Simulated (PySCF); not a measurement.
# Static response to an electric field

Compound: C₅H₇FO₂S.
Atom-mapped SMILES: `[O:1]=[S:2]1(=[O:3])[CH:4]=[CH:5][CH2:6][C@@H:7]([F:8])[CH2:9]1` (hydrogens: H10 on C4; H11 on C5; H12, H13 on C6; H14 on C7; H15, H16 on C9)

Geometry (GFN2-xTB, Å), atoms numbered from 1 in this order:
```xyz
16
C5H7FO2S angstrom
O      2.586    0.359   -1.262
S      1.652    0.299   -0.175
O      2.165    0.397    1.163
C      0.415    1.572   -0.408
C     -0.871    1.337   -0.234
C     -1.482    0.034    0.166
C     -0.480   -0.993    0.680
F     -1.156   -2.180    0.908
C      0.652   -1.216   -0.296
H      0.817    2.523   -0.705
H     -1.589    2.132   -0.401
H     -2.238    0.211    0.936
H     -2.007   -0.392   -0.697
H     -0.060   -0.690    1.647
H      1.270   -2.063   -0.009
H      0.319   -1.319   -1.325
```

Level: PBE0/def2-SVPD (PySCF), static field, nuclei fixed, core orbitals frozen in the response. The polarisability tensor in these axes (au):

```
x   96.04  2.32 -3.83
y    2.32 79.88 -3.61
z   -3.83 -3.61 68.52
```

Task: What are the eigenvalues, a third of the trace, and Δα (Δα² = ½Σ(αi − αj)² over the three pairs)?

Result: Principal values 67.14, 80.28 and 97.02 au; mean 81.48 au = 12.07 Å³ = 13.43 × 10⁻⁴⁰ C²·m²/J; Δα = 25.94 au (32 % of the mean).

Task: What is the dipole moment, and where does it point?

Result: (-4.51, 0.93, -0.90) D, 4.70 D in size, pointing from the negative to the positive side. Measured along this direction, the outermost atoms are O3 and O1 at the negative end and H11, H12 and H13 at the positive end.

Task: Rayleigh depolarisation ratio (linearly polarised light, static tensor)?

Result: ρ = 3Δα²/(45ᾱ² + 4Δα²) = 2019.0/(298757 + 2692.0) = 0.0067.

Task: Estimate the molar refractivity from the static electronic polarisability.

Result: Lorentz–Lorenz: R = (4π/3)N_A α = 2.5225 cm³/(mol·Å³) × 12.07 Å³ = 30.5 cm³/mol, in the limit of long wavelengths.

Task: Directions of the eigenvectors, and the extent of the frame along each?

Result: Largest value along (0.97, 0.16, -0.15), where the nuclei span 5.06 Å; middle along (-0.20, 0.95, -0.23), 4.65 Å; least along (0.11, 0.25, 0.96), 3.02 Å. The response follows the extents in order.

One conformer (not necessarily the lowest) at the GFN2-xTB geometry, without solvent, vibrations or thermal averaging.
